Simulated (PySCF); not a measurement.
## `O=C[SiH2]OC(C#C)=O`, C4H4O3Si

Molfile (atoms numbered from 1):
```
C4H4O3Si
     RDKit          3D

 12 11  0  0  0  0  0  0  0  0999 V2000
    3.4604    0.0728    0.6274 C   0  0  0  0  0  0  0  0  0  0  0  0
    2.3737   -0.3686    0.3733 C   0  0  0  0  0  0  0  0  0  0  0  0
    1.0753   -0.9070    0.0622 C   0  0  0  0  0  0  0  0  0  0  0  0
    0.8626   -2.0529   -0.2249 O   0  0  0  0  0  0  0  0  0  0  0  0
    0.1187    0.0195    0.1272 O   0  0  0  0  0  0  0  0  0  0  0  0
   -1.4678   -0.3417   -0.1986 Si  0  0  0  0  0  4  0  0  0  0  0  0
   -2.2488    1.3833    0.0994 C   0  0  0  0  0  0  0  0  0  0  0  0
   -3.4212    1.6038   -0.0542 O   0  0  0  0  0  0  0  0  0  0  0  0
    4.4128    0.4571    0.8510 H   0  0  0  0  0  0  0  0  0  0  0  0
   -1.9722   -1.3163    0.7600 H   0  0  0  0  0  0  0  0  0  0  0  0
   -1.6117   -0.7587   -1.5871 H   0  0  0  0  0  0  0  0  0  0  0  0
   -1.5806    2.2078    0.4325 H   0  0  0  0  0  0  0  0  0  0  0  0
  1  2  3  0
  2  3  1  0
  3  4  2  0
  3  5  1  0
  5  6  1  0
  6  7  1  0
  7  8  2  0
  1  9  1  0
  6 10  1  0
  6 11  1  0
  7 12  1  0
M  END
```

Theory: GIAO PBE0/pcSseg-1 magnetisability, rotational g tensor and spin-rotation constants, non-relativistic, gas phase (PySCF 2.14.0). Geometry: GFN2-xTB.

Task: Give the nuclear spin-rotation constants along the inertial axes (H = +C I·J) beside the isotropic shieldings.

Result: Rotational constants 4.6686, 0.8036, 0.6912 GHz. A star marks the isotopologue with that one atom substituted, in its own axes.
| atom | isotope | Caa (kHz) | Cbb (kHz) | Ccc (kHz) | mean (kHz) | σ (ppm) |
| --- | --- | --- | --- | --- | --- | --- |
| H9 | 1H | -0.143 | -0.051 | -0.081 | -0.091 | 29.2 |
| H10 | 1H | -0.454 | -0.037 | 0.001 | -0.163 | 27.0 |
| H11 | 1H | -0.455 | -0.040 | 0.003 | -0.164 | 27.0 |
| H12 | 1H | -0.102 | 0.083 | -0.060 | -0.026 | 19.3 |
| C1 | 13C* | 0.943 | 0.168 | 0.213 | 0.441 | 102.0 |
| C2 | 13C* | 0.640 | 0.161 | 0.251 | 0.350 | 107.8 |
| C3 | 13C* | 2.422 | 0.229 | 0.172 | 0.941 | 29.0 |
| O4 | 17O* | -2.730 | -0.507 | -0.071 | -1.103 | -142.9 |
| O5 | 17O* | -0.868 | -0.240 | -0.112 | -0.406 | 134.5 |
| Si6 | 29Si* | -2.383 | -0.498 | -0.389 | -1.090 | 406.1 |
| C7 | 13C* | 2.937 | 0.467 | 0.172 | 1.192 | -59.8 |
| O8 | 17O* | -8.199 | -0.656 | 0.014 | -2.947 | -643.7 |

For the geometry as given, no vibrational averaging.

Task: How do the rotational constants and the g tensor change when H9, H10, H11, H12 are replaced by deuterium?

Result: Constants 4.1120, 0.7688, 0.6579 GHz; g -0.1080, -0.0169, -0.0107, against -0.1220, -0.0178, -0.0112 before.
